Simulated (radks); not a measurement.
Spherical quantum dot in the effective-mass picture: electrons in a parabolic well V = omega^2 r^2 / 2 with omega = 0.287, with a point charge +2 (a donor) at the centre, all in effective atomic units (hartree* = m*/eps^2 hartree, bohr* = eps/m* bohr), one dielectric constant everywhere. Calculated with a radial shooting solver with Libxc functionals: non-relativistic Kohn-Sham, LDA (Slater exchange, Perdew-Wang correlation), spin-polarised, spherical densities. Levels are named by radial order and angular momentum (1s, 1p, 1d, 2s, ...), and open shells are averaged over m.

N = 6, configuration 1s2 1p(up 3, down 0) 2s(up 1, down 0). This is the lowest configuration that the search found. Occupied and some empty levels:

| level | occupation | eigenvalue (hartree*) | <r> (bohr*) |
|---|---|---|---|
| 1s up | 1 | 0.88318 | 1.012 |
| 1s down | 1 | 0.92961 | 0.9788 |
| 2s up | 1 | 1.5550 | 3.176 |
| 1p up | 3 | 1.5693 | 3.081 |
| 2s down | 0 | 1.6487 | 3.267 |
| 1p down | 0 | 1.6678 | 3.130 |
| 1d up | 0 | 1.8072 | 3.693 |
| 1d down | 0 | 1.8969 | 3.805 |
| 1f up | 0 | 2.0472 | 4.145 |
| 2p up | 0 | 2.0504 | 3.701 |
| 2p down | 0 | 2.1111 | 3.740 |
| 1f down | 0 | 2.1229 | 4.270 |
| 1g up | 0 | 2.2958 | 4.540 |
| 1g down | 0 | 2.3572 | 4.661 |

Energy (hartree*): total 1.48131, kinetic 4.0562, external -7.8221, Hartree 7.2075, exchange-correlation -1.9603.

Electron density:

| r (bohr*) | n(r) (e/bohr*^3) |
|---|---|
| 0.249 | 1.398 |
| 0.666 | 0.3129 |
| 1.08 | 0.08710 |
| 1.50 | 0.03546 |
| 1.92 | 0.02341 |
| 2.33 | 0.01966 |
| 2.75 | 0.01648 |
| 3.17 | 0.01262 |
| 3.58 | 0.008602 |
| 4.00 | 0.005193 |
| 4.42 | 0.002768 |
| 4.83 | 0.001309 |
| 5.25 | 0.0005482 |
